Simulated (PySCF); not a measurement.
# Stationary points of [AsF3]+

Method: PySCF, PBE0, basis As def2-TZVP, F def2-TZVP (no relativity, density fitting).

Relaxations began from a few typed shapes; open shells are unrestricted. The search is not exhaustive: other isomers or separated fragments can lie lower, and high-lying points may rest on an excited occupation.

Which is the lowest minimum found?
A. doublet C3v: As–F 1.655 Å (×3); F–As–F 106.8° (×3)
B. doublet D3h: As–F 1.697 Å (×3); F–As–F 120.0° (×3)
C. doublet C2v: As–F 1.648 Å, As–F 1.711 Å (×2); F–As–F 99.6° (×2), F–As–F 160.7°

A. The others lie at 113.4 (doublet C2v, a saddle point), 125.3 (doublet D3h, a saddle point) kJ/mol above it.
